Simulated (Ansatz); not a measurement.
Input for Ansatz (a quantum-chemistry and plane-wave program): SC-NEVPT2 on SA-CASSCF(2,2)/cc-pVTZ on CHBr (SMILES [CH]Br), 2S+1 = 3, a spin state set in the input, which need not be the lowest.

Ansatz 0.2 input:
```yaml
crystal:
  periodic: [false, false, false]
  atoms:
    - {symbol: C, position_ang: [-1.44608709, 0.39203032, 0.00000000]}
    - {symbol: Br, position_ang: [0.31345316, -0.05912396, 0.00000000]}
    - {symbol: H, position_ang: [-2.29433806, -0.28284327, 0.00000000]}
basis:
  gaussian:
    orbitals: cc-pVTZ
magnetization: {spin_polarized: false, initial_magnetization: 2}
correlation: {method: sc_nevpt2, electrons: outside_noble_gas, active_space: {window: {electrons: 2, orbitals: 2}, states: [{multiplicity: 1, weights: [1]}, {multiplicity: 3, weights: [1]}]}}
output: {orbitals: {seedname: ./end}}
```

It printed:

```
WARN ansatz: RAYON_NUM_THREADS=1 ignored (pool sized by the plan → 1); use --threads N
Functional definition: HF
integrals: 0.05 GiB planned
1026 factors; integrals over basis functions are off by at most 1.5e-7 eV
mean field: 0.29 GiB planned
mean field evaluation 1: about -71042.5058 eV, gradient 1.1e1 eV
mean field evaluation 2: about -71042.5108 eV, gradient 1.1e1 eV
mean field evaluation 4: about -71043.7778 eV, gradient 2.8e0 eV
mean field evaluation 8: about -71043.8882 eV, gradient 1.2e-1 eV
mean field -71043.88829566 eV, -2610.8147395884 hartree, gradient 6.5e-6 eV, S^2 2.000000; 0 other end points of the search recorded, 0 dependent functions left out
reference -71043.88829566 eV, -2610.8147395884 hartree; 22, 20 occupied and 65, 67 virtual orbitals, 1026 factors
configuration interaction: 0.19 GiB planned
configuration interaction: 0.00 GiB planned
state -71043.18406892 eV, -2610.7888597330 hartree
state -71043.18406892 eV, -2610.7888597330 hartree; corrected -71050.99809302 eV, -2611.0760198222 hartree
configuration interaction: 0.00 GiB planned
configuration interaction: 0.00 GiB planned
state -71043.77647767 eV, -2610.8106303531 hartree
state -71043.77647767 eV, -2610.8106303531 hartree; corrected -71051.38043143 eV, -2611.0900704997 hartree
Total energy: -71051.18926223 eV, -2611.0830451610 hartree
```

The calculation finished and met its thresholds. The last total energy is the mean of the averaged states.

Cost: roughly 2.8 core-seconds.
